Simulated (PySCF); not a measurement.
CH4ClFOSi, SMILES C[Si](Cl)(F)O. Atoms are numbered in the order given.

```xyz
9

C      1.7968    -0.1854    -0.7977
Si     0.0240    -0.0205    -0.3427
O     -0.8260    -1.2805    -0.9607
F     -0.5814     1.3691    -0.9119
Cl    -0.2363     0.0790     1.6990
H      2.2194    -1.1048    -0.3673
H      2.3717     0.6734    -0.4220
H      1.9046    -0.2298    -1.8920
H     -1.7551    -1.3605    -0.7242
```

The structure is a stationary point at PBE0-D3(BJ)/def2-SVP. The values are those of a single conformer.

These are PySCF with PBE0-D3(BJ)/def2-SVP values and carry that method's errors.

Frequencies are harmonic and unscaled.

```tsv
mode	ν (cm⁻¹)	IR (km/mol)	Raman (Å⁴/amu)	depolarisation	moving atoms (share of kinetic energy)
1	121	1.2	0.0	–	H 97 %
2	163	13.0	2.0	0.75	H 35 %, C 21 %, Cl 17 %, F 13 %, O 10 %
3	197	7.1	1.2	0.70	F 23 %, H 23 %, O 21 %, C 18 %, Cl 13 %
4	247	17.8	0.8	0.69	H 49 %, Si 14 %, F 13 %, C 12 %
5	268	24.7	1.2	0.68	F 31 %, H 23 %, Cl 17 %, Si 15 %, O 10 %
6	309	56.7	2.7	0.67	O 26 %, H 20 %, Cl 18 %, F 14 %, Si 13 %
7	339	78.3	1.3	0.66	O 38 %, F 24 %, H 17 %, Si 11 %
8	533	75.6	7.2	0.10	Cl 39 %, Si 31 %, C 10 %
9	727	47.0	6.4	0.12	C 35 %, H 32 %, Si 20 %, F 8 %
10	765	44.6	0.9	0.13	H 66 %, O 20 %, C 11 %
11	790	25.7	1.4	0.73	H 66 %, C 21 %
12	835	275.7	2.6	0.27	H 59 %, Si 17 %, C 11 %, O 9 %
13	920	158.0	0.8	0.63	Si 43 %, F 29 %, H 17 %
14	982	166.6	1.4	0.49	Si 48 %, O 33 %, F 11 %
15	1280	48.5	0.9	0.24	H 75 %, C 24 %
16	1421	6.5	11.7	0.75	H 96 %
17	1422	4.0	10.8	0.75	H 96 %
18	3072	0.2	125.9	0.01	H 97 %
19	3182	0.0	82.1	0.75	H 91 %, C 9 %
20	3187	0.0	63.3	0.75	H 91 %, C 9 %
21	3933	131.1	94.6	0.29	H 94 %
```
